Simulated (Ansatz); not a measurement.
ClH9O3Si3Sn (`[SiH3][O][Sn]([Cl])([O][SiH3])[O][SiH3]`), relaxed with RKS PBE0-D4/def2-TZVP in Ansatz 0.2.0 from a PBE-D4/def2-SVP geometry. The force threshold is 0.005 eV/Å; the program also tests the step.

Charge 0, multiplicity 1. Sn: def2 effective core potential.

Start:

```xyz
17

Si   -3.025    1.109   -1.056
O    -1.334    1.092   -1.102
Sn   -0.095   -0.400   -0.727
Cl   -0.544   -2.269   -2.070
O    -0.272   -0.993    1.156
Si   -0.057   -0.128    2.590
O     1.713    0.327   -1.055
Si    3.208   -0.457   -0.950
H    -3.438    2.551   -1.024
H    -3.534    0.402    0.174
H    -3.606    0.439   -2.271
H     1.350    0.399    2.700
H    -1.011    1.035    2.671
H    -0.329   -1.085    3.714
H     3.425   -1.369   -2.126
H     3.297   -1.271    0.315
H     4.255    0.618   -0.940
```

| step | energy (eV) | largest force (eV/Å) | largest move (Å) |
| --- | --- | --- | --- |
| 1 | -48263.7516 | 0.821 | 0.000 |
| 2 | -48263.9509 | 0.670 | 0.092 |
| 3 | -48263.9861 | 0.183 | 0.027 |
| 4 | -48263.9984 | 0.169 | 0.200 |
| 5 | -48264.0003 | 0.055 | 0.078 |
| 6 | -48264.0015 | 0.007 | 0.016 |
| 7 | -48264.0016 | 0.008 | 0.016 |
| 8 | -48264.0017 | 0.005 | 0.011 |
| 9 | -48264.0017 | 0.006 | 0.009 |
| 10 | -48264.0017 | 0.004 | 0.009 |
| 11 | -48264.0017 | 0.006 | 0.013 |
| 16 | -48264.0019 | 0.024 | 0.037 |
| 21 | -48264.0027 | 0.031 | 0.040 |
| 26 | -48264.0060 | 0.179 | 0.195 |
| 31 | -48264.0098 | 0.050 | 0.018 |
| 36 | -48264.0123 | 0.024 | 0.083 |
| 41 | -48264.0143 | 0.007 | 0.026 |
| 46 | -48264.0159 | 0.039 | 0.028 |
| 51 | -48264.0173 | 0.014 | 0.042 |
| 56 | -48264.0180 | 0.007 | 0.011 |
| 61 | -48264.0186 | 0.014 | 0.019 |
| 66 | -48264.0188 | 0.019 | 0.014 |
| 71 | -48264.0189 | 0.017 | 0.005 |
| 76 | -48264.0190 | 0.004 | 0.014 |

End:

```xyz
17

Si   -2.467    1.069   -1.035
O    -0.851    0.931   -0.760
Sn    0.332   -0.431   -0.101
Cl   -0.277   -2.495   -0.898
O     0.289   -0.409    1.817
Si   -0.785    0.149    2.931
O     2.113   -0.003   -0.652
Si    3.208   -0.638   -1.704
H    -2.991    2.213   -0.248
H    -3.174   -0.175   -0.624
H    -2.699    1.308   -2.481
H    -0.346    1.471    3.445
H    -2.136    0.295    2.321
H    -0.852   -0.826    4.047
H     2.603   -0.804   -3.053
H     3.684   -1.963   -1.228
H     4.347    0.309   -1.777
```

It took 3.9 min on 4 threads of an AMD EPYC 7R13 on a shared host and a share of an NVIDIA H100 80 GB, with 1.1 GiB of host memory at the peak.
